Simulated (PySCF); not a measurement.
C4H9Al, SMILES C=[CH][Al]([CH3])[CH3].

Geometry optimised at PBE-D3(BJ)/def2-SVP. The geometry has at least one imaginary mode, so it is a saddle point at that level. The structure was generated by enumeration; whether it is a known compound was not checked. The values are those of a single conformer.

Calculation: PBE-D3(BJ)/def2-SVP (PySCF).

Frequencies are harmonic and unscaled.

### Question
Estimate the vibrational spectrum. (The exact figures need the calculation; the answer reports its results.)

### Answer

```
mode  ν (cm⁻¹)  IR (km/mol)  moving atoms (share of kinetic energy)
----  --------  -----------  --------------------------------------
1          32i          0.0                                  H 98 %
2           29          0.1                                  H 96 %
3           74          0.0                          C 57 %, H 37 %
4          115          0.8                 C 58 %, H 30 %, Al 12 %
5          159          2.8                 C 52 %, H 37 %, Al 11 %
6          182          3.3                 H 43 %, Al 42 %, C 15 %
7          284          8.3                 C 60 %, H 26 %, Al 14 %
8          411         10.4                          H 75 %, C 23 %
9          503          0.1                          C 74 %, H 26 %
10         535          0.2                          H 85 %, C 15 %
11         598          1.1                          H 64 %, C 31 %
12         626         11.0                 C 43 %, H 38 %, Al 19 %
13         658         94.3                 H 65 %, C 22 %, Al 13 %
14         685        115.5                 Al 45 %, C 30 %, H 26 %
15         731        190.2                 H 49 %, Al 27 %, C 24 %
16         956         26.6                          H 72 %, C 28 %
17         961         12.7                          H 87 %, C 12 %
18        1030          8.5                                  H 93 %
19        1162         35.3                          H 79 %, C 21 %
20        1163         17.7                          H 80 %, C 20 %
21        1226          1.8                          H 71 %, C 28 %
22        1371         12.7                          H 85 %, C 15 %
23        1374          0.5                                  H 95 %
24        1377          1.5                                  H 95 %
25        1378          2.9                                  H 93 %
26        1380          3.4                                  H 95 %
27        1593         26.1                          C 83 %, H 17 %
28        2956          4.1                                  H 97 %
29        2959          2.3                                  H 97 %
30        3017         31.5                                  H 95 %
31        3036         13.3                           H 92 %, C 8 %
32        3039          6.3                           H 91 %, C 9 %
33        3043          5.6                           H 91 %, C 9 %
34        3065          9.4                           H 91 %, C 9 %
35        3066          8.8                           H 91 %, C 9 %
36        3103         20.0                          H 90 %, C 10 %
```
